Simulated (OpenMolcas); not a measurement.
F III.

| Item | Value |
| --- | --- |
| Program | OpenMolcas |
| Basis | ANO-RCC-VQZP [5s4p3d2f1g] |
| Scalar Hamiltonian | DKH2, point nucleus |
| Active space | 3 electrons in 3 orbitals (2p) |
| State averaging | 2S+1 = 4 odd, 1 root; 2S+1 = 2 odd, 8 roots |
| Spin-orbit coupling | state interaction with AMFI integrals over the reference wave functions, term energies averaged over their components |

Two sets of levels on these reference wave functions, in cm-1 above 2s2 2p3 4S* 3/2: one from CASSCF and one from SS-CASPT2, IPEA 0.25 Eh, imaginary shift 0.1 Eh (closed shells correlated: 1s 2s).

| Level | Set 1 | Set 2 |
| --- | --- | --- |
| 2s2 2p3 4S* 3/2 | 0.0 | 0.0 |
| 2s2 2p3 2D* 3/2 | 37940 | 34640 |
| 2s2 2p3 2D* 5/2 | 37950 | 34650 |
| 2s2 2p3 2P* 1/2 | 62940 | 54650 |
| 2s2 2p3 2P* 3/2 | 62950 | 54660 |

Question: Which set is which?

Answer: Set 2 is SS-CASPT2. Its levels of the other terms of 2s2 2p3 lie at 0.87 to 0.91 of the other set's values, as expected, since terms of lower spin or lower L gain more correlation energy than the Hund ground term.

CASPT2 breaks the degeneracy within a term, and the mean is taken; among the terms shown or strongly mixed into the levels shown the widest spread is 160 cm-1 (2s2 2p3 2D*, SS-CASPT2). With the s shell closed, the reference lacks s² → p² mixing. Only configurations of the active space appear.

* marks odd parity.
